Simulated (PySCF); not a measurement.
Nuclear quadrupole coupling in `O=c1cccc(F)c(F)c1`

C7H4F2O.
Numbering: `[O:1]=[c:2]1[cH:3][cH:4][cH:5][c:6]([F:7])[c:8]([F:9])[cH:10]1` (hydrogens: H11 on C3; H12 on C4; H13 on C5; H14 on C10)

Field gradients from the PBE0/pcSseg-1 density (PySCF, non-relativistic), principal values in atomic units, ordered |Vxx| ≤ |Vyy| ≤ |Vzz|:

```csv
atom,Vxx,Vyy,Vzz
O1,0.7497,1.1774,-1.9271
```

**Question.** Find the asymmetry η = (Vxx − Vyy)/Vzz and the couplings χ = eQV/h (234.96 MHz × Q in barn × V in au), with Q(17O) = −0.0256 b.

**Answer.** 
| atom | environment | nucleus | η | χzz (MHz) | χxx (MHz) | χyy (MHz) |
| --- | --- | --- | --- | --- | --- | --- |
| O1 | carbonyl oxygen | 17O | 0.22 | 11.59 | -4.51 | -7.08 |

**Question.** What is Vzz at O1 in SI units (1 au = 9.71736 × 10²¹ V/m²)?

**Answer.** -1.9271 au = -18.727 × 10²¹ V/m².

**Question.** And the gradient at the other heavy atoms, for which no coupling is worked out here?

**Answer.** 
```json
{"atom": "C2", "environment": "ring carbonyl carbon", "Vzz (au)": "0.420", "η": "0.17"}
{"atom": "C3", "environment": "unsaturated ring CH carbon", "Vzz (au)": "0.358", "η": "0.26"}
{"atom": "C4", "environment": "unsaturated ring CH carbon", "Vzz (au)": "0.359", "η": "0.33"}
{"atom": "C5", "environment": "unsaturated ring CH carbon", "Vzz (au)": "0.262", "η": "0.07"}
{"atom": "C6", "environment": "unsaturated ring carbon", "Vzz (au)": "-0.422", "η": "0.77"}
{"atom": "F7", "environment": "fluorine bonded to C", "Vzz (au)": "3.045", "η": "0.16"}
{"atom": "C8", "environment": "unsaturated ring carbon", "Vzz (au)": "-0.439", "η": "0.66"}
{"atom": "F9", "environment": "fluorine bonded to C", "Vzz (au)": "3.059", "η": "0.17"}
{"atom": "C10", "environment": "unsaturated ring CH carbon", "Vzz (au)": "0.296", "η": "0.06"}
```

Were the hydrogens deuterons (Q(2H) = 0.00286 b), χzz would run from 210 kHz (H11, H14 and H12) to 213 kHz (H13).

Isolated species at its GFN2-xTB geometry, gas phase. GFN2-xTB bond lengths can be off by several hundredths of an ångström, more for odd bonds, and the gradients follow them. With a basis this small, the couplings can be 20 % off.

The run behind these numbers computed NMR shieldings as well. On one thread of an Arm Neoverse N1, no GPU (shared host), this took 49 s wall.
